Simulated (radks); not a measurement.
Initial-state core-level shifts of the phosphorus ion P+ when its valence configuration changes from [Ne] 3s2 3p2. Method: non-relativistic Kohn-Sham, PBE, spin-unpolarised, spherical densities, point nucleus; computed with a radial shooting solver on a logarithmic mesh with Libxc functionals. Shifts are changes of the shell-averaged eigenvalues in eV (positive: less bound); the change of the density at the nucleus, which sets a Mossbauer isomer shift, is in e/bohr^3, on a base of 2192.

| valence | 1s | 2s | 2p | density at nucleus |
|---|---|---|---|---|
| 3s1 3p3 | -1.487 | -1.458 | -1.444 | -6.8667 |
| 3p4 | -2.901 | -2.851 | -2.822 | -14.0001 |
| 3s0.5 3p3.5 | -2.203 | -2.162 | -2.141 | -10.4016 |
| 3s1.5 3p2.5 | -0.753 | -0.737 | -0.731 | -3.3984 |
